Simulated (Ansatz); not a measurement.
BiH3 (SMILES [BiH3]), charge 0, multiplicity 1, relaxed at each level with Ansatz (an electronic-structure program); harmonic frequencies from differences of analytic forces, average atomic masses, frozen cores. Elements past Kr take the def2 small-core potentials, without spin–orbit coupling.

```tsv
mode	HF/def2-TZVPP (cm⁻¹)	PBE/def2-TZVPP (cm⁻¹)	B3LYP/def2-TZVPP (cm⁻¹)	PBE0/def2-TZVPP (cm⁻¹)	CCSD(T)/def2-SVP (cm⁻¹)	CCSD(T)/def2-TZVPP (cm⁻¹)
1	837	723	758	755	772	757
2	854	739	770	775	785	…
3	854	739	770	775	785	…
4	1919	1750	1791	1829	1788	…
5	1919	1761	1799	1839	1803	1809
6	1922	1761	1799	1839	1803	1809
```

Q: Modes are in rising order at each level. Some entries are withheld; supply them.

A: 
- 4, CCSD(T)/def2-TZVPP (cm⁻¹): 1798
- 3, CCSD(T)/def2-TZVPP (cm⁻¹): 776
- 2, CCSD(T)/def2-TZVPP (cm⁻¹): 776
